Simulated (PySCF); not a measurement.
## Relaxation of singlet VNBr₂

Method: PBE0/[V def2-SVP, N def2-SVP, Br def2-SVP], no relativity, density fitting, PySCF. A (50,194) grid was used.

A hand-made T-shaped (ligand arrangement 2) start, of C2v symmetry, held to at least that symmetry:

```xyz
4
charge 0 multiplicity 1, angstrom
V     0.0000    0.0000   -0.1695
N     0.0000    0.0000    1.5505
Br    2.4785    0.0000   -0.0829
Br   -2.4785    0.0000   -0.0829
```

(1) What forces act on the atoms at the start (eV/Å)?

(2) What does it relax to?

(3) How much energy is released, and in how many steps?

Results:

(1) 
```
atom     Fx    Fy     Fz
  V1   0.00  0.00  10.70
  N2   0.00  0.00  -8.71
 Br3  -0.99  0.00  -0.99
 Br4   0.99  0.00  -0.99
```

(2) It ends at C2v with V–Br 2.327 Å (×2), V–N 1.492 Å; Br–V–Br 136.5°, Br–V–N 111.7° (×2) (after a last refinement on a finer grid). A frequency run shows 1 imaginary mode, down to 52i cm⁻¹, so it is a saddle point. Other isomers or separated fragments may lie lower.

(3) 233.4 kJ/mol in 7 steps.

Stability towards spin polarisation was not tested.

The relaxation took of the order of 80 core-seconds on a shared host.
